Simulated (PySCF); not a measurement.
Simulated outer-valence photoelectron spectrum of `BC#CC#C`. The calculation used EOM-IP-CCSD/aug-cc-pVDZ in PySCF, restricted Hartree–Fock reference, frozen core, non-relativistic, gas phase, PBE0-D3(BJ)/def2-SVP geometry.

Each root has a Gaussian of 0.4 eV full width with its one-hole share as area; cross sections and vibrations are left out, and the highest printed point is 100.

ionisation energy (eV), intensity and a bar:
```
      9.4          5 #
      9.6         43 #############
      9.8         98 #############################
     10.0         67 ####################
     10.2         76 #######################
     10.4         93 ############################
     10.6         32 #########
     10.8          3 #
     11.0          0 
     11.2          0 
     11.4          0 
     11.6          0 
     11.8          0 
     12.0          3 #
     12.2         34 ##########
     12.4         95 ############################
     12.6         93 ############################
     12.8        100 ##############################
     13.0         67 ####################
     13.2         38 ###########
     13.4         87 ##########################
     13.6         80 ########################
     13.8         74 ######################
     14.0         93 ############################
     14.2         36 ###########
     14.4          4 #
     14.6          0 
     14.8          0 
     15.0          0 
     15.2          0 
     15.4          0 
     15.6          0 
     15.8          0 
     16.0          0 
     16.2          0 
     16.4          0 
     16.6          0 
     16.8          0 
     17.0          1 
     17.2         19 ######
     17.4         78 #######################
     17.6         80 ########################
     17.8         21 ######
     18.0         13 ####
     18.2         63 ###################
     18.4         85 ##########################
     18.6         29 #########
     18.8          2 #
```

Q: Where are the maxima, and how many lines lie under the curve?

A: 8 maxima, at 9.8, 10.3, 12.5, 12.8, 13.5, 14.0, 17.5 and 18.3 eV, from 8 lines.

Q: List the lines with their holes.

A: 
```tsv
E (eV)	leading hole (HF orbital)	area	Koopmans (eV)
9.82	HOMO	0.96	9.81
10.34	HOMO-1	0.96	10.26
12.44	HOMO-2	0.94	13.15
12.85	HOMO-3	0.93	13.44
13.47	HOMO-4	0.93	14.47
13.96	HOMO-5	0.93	15.46
17.50	HOMO-6	0.93	19.56
18.34	HOMO-7	0.89	20.64
```

The widest gap, 3.54 eV, lies between 13.96 and 17.50 eV. Only orbitals with −ε under 21 eV, eight at most, were ionised, so the high end of the curve may lack lines.
